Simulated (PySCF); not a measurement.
Job for PySCF: R-B3LYP/6-31G* on BFH2Se2 (SMILES FB([SeH])[SeH]), a point of a torsion scan.

```python
from pyscf import gto, scf, dft, mp
from pyscf.data.elements import chemcore

mol = gto.M(
    atom='''
    F     0.38070196    2.03329297    0.29651917
    B     0.18702481    0.76748739    0.02426178
    Se   -1.66934714    0.18142771   -0.46244316
    Se    1.70466371   -0.38139833    0.10606586
    H    -2.05685162   -0.12053873    0.88869479
    H     1.03703546   -1.60105530   -0.27840331
    ''',
    basis='6-31g*',
    cart=True,
    charge=0, spin=0, verbose=3, max_memory=1800)
mf = dft.RKS(mol, xc='b3lyp')
mf.conv_tol = 1e-8
mf.max_cycle = 100
mf.kernel()
if not mf.converged:
    mf = mf.newton().run(mf.mo_coeff, mf.mo_occ)
```

Output:

```
converged SCF energy = -4928.57018350108
```

The calculation finished and met its thresholds.

Cost: around 12 core-seconds (rough).
